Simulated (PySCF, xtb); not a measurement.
B(F)(NMe2)(SH) (C2H7BFNS), SMILES SB(F)N(C)C.

GFN2-xTB (xtb) at its own geometry gives an orbital gap of 5.24 eV and a dipole moment of 4.67 D.

Geometry optimised at PBE0-D3(BJ)/def2-SVP. The structure was generated by enumeration, and PubChem lists no compound with its InChIKey, so it may never have been made. Other conformers were not sampled.

Q: What does B3LYP/def2-TZVP in PySCF give? (Estimate from the structure and the level; the computed values follow.)

A: gap 6.88 eV (levels -6.75 and 0.14 eV), dipole 3.12 D.
